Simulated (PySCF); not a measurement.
Species: `C1CP(CCS1)C=C`. The columns A, B, C and D hold Mulliken, IAO, Hirshfeld and ESP-fitted charges (e) of one PBE0/pcSseg-1 density (PySCF), in a shuffled order. Coordinates in Å (GFN2-xTB); the density's dipole moment is (1.05, 0.04, -0.08) D.

| atom | x | y | z | A | B | C | D |
| --- | --- | --- | --- | --- | --- | --- | --- |
| C1 | 2.877 | -0.770 | -0.439 | -0.148 | -0.313 | -0.442 | -0.100 |
| C2 | 2.170 | 0.311 | -0.149 | -0.427 | -0.337 | +0.044 | -0.094 |
| P3 | 0.596 | 0.355 | 0.755 | +0.427 | +0.497 | -0.267 | +0.149 |
| C4 | -0.307 | 1.484 | -0.429 | -0.415 | -0.439 | +0.060 | -0.120 |
| C5 | -1.801 | 1.464 | -0.159 | -0.316 | -0.337 | -0.394 | -0.075 |
| S6 | -2.564 | -0.106 | -0.677 | -0.018 | +0.057 | -0.157 | -0.017 |
| C7 | -1.673 | -1.235 | 0.438 | -0.315 | -0.336 | -0.380 | -0.075 |
| C8 | -0.176 | -1.241 | 0.177 | -0.429 | -0.441 | +0.152 | -0.119 |
| H9 | 2.534 | -1.762 | -0.199 | +0.117 | +0.143 | +0.184 | +0.044 |
| H10 | 3.834 | -0.707 | -0.933 | +0.122 | +0.154 | +0.160 | +0.048 |
| H11 | 2.560 | 1.298 | -0.374 | +0.135 | +0.152 | +0.100 | +0.046 |
| H12 | -0.105 | 1.187 | -1.462 | +0.158 | +0.145 | +0.045 | +0.032 |
| H13 | 0.076 | 2.499 | -0.277 | +0.153 | +0.147 | +0.079 | +0.041 |
| H14 | -2.317 | 2.232 | -0.736 | +0.164 | +0.162 | +0.194 | +0.049 |
| H15 | -2.017 | 1.608 | 0.901 | +0.157 | +0.145 | +0.181 | +0.036 |
| H16 | -2.108 | -2.217 | 0.249 | +0.165 | +0.162 | +0.185 | +0.049 |
| H17 | -1.897 | -0.937 | 1.465 | +0.157 | +0.145 | +0.166 | +0.036 |
| H18 | 0.280 | -2.059 | 0.743 | +0.159 | +0.147 | +0.059 | +0.041 |
| H19 | 0.026 | -1.395 | -0.887 | +0.157 | +0.146 | +0.030 | +0.032 |

Which column most likely holds the ESP-fitted charges?

C. Σ q r misses the density's dipole by 0.13 D (C), 1.16 D (D), 1.64 D (A), 1.91 D (B). Charges fitted to the outside potential are the only set here that is tied to the molecule's multipoles.

And the Hirshfeld charges?

D. The mean sizes are 0.063 e (D), 0.173 e (C), 0.218 e (A), 0.232 e (B), and Hirshfeld charges are commonly the smallest of these schemes.

As computed, A = Mulliken, B = IAO, C = ESP-fitted, D = Hirshfeld. Hydrogens on carbon: Mulliken +0.12 to +0.16, IAO +0.14 to +0.16, ESP-fitted +0.03 to +0.19, Hirshfeld +0.03 to +0.05 e.

The Hirshfeld scheme divides the density at each point in proportion to the densities of the neutral, spherically averaged free atoms. The Mulliken scheme counts on each atom the diagonal of the density matrix times the overlap matrix over that atom's basis functions.

One conformer (not necessarily the lowest) at the GFN2-xTB geometry, without solvent, vibrations or thermal averaging.
